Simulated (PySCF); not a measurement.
C2H6N, SMILES [CH2]NC, multiplicity 2. Coordinates come from a ωB97X-D3(BJ)/def2-TZVP optimisation. The isomer is the one that the SMILES or the coordinates give; other isomers of the formula were not compared.

Computed equilibrium geometry at ωB97X-D3(BJ)/def2-TZVP (PySCF confirms it by a frequency run) as a Z-matrix:
```
N
H 1 1.0083
C 1 1.3835 2 114.56
H 3 1.0825 1 116.93 2 -34.49
H 3 1.0836 4 119.10 1 148.87
C 1 1.4498 2 114.05 3 141.23
H 6 1.0916 1 109.74 2 46.94
H 6 1.0929 7 108.04 1 -118.78
H 6 1.0983 7 108.99 8 -117.26
```
Charge 0, spin multiplicity 2.
